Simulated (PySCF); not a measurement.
Harmonic spectrum computed at PBE0 in the def2-TZVP basis family (core potentials from Rb on, PySCF, no spin–orbit coupling):

| symmetry | ω (cm⁻¹) | IR (km/mol, summed over degenerate members) |
| --- | --- | --- |
| t2 | 980 | 18.5 |
| e | 1129 | 0.0 |
| a1 | 2506 | 0.0 |
| t2 | 2558 | 111 |

Q: Which molecule gave it? In each, all ligands are bound to the one heavy central atom.
A. ClH₄⁺ (singlet)
B. AsH₄⁺ (singlet)
C. SH₄⁺ (doublet)
D. PH₄⁺ (singlet)
E. SbH₄⁺ (singlet)

A: D. It has Td symmetry with P–H 1.401 Å (×4).
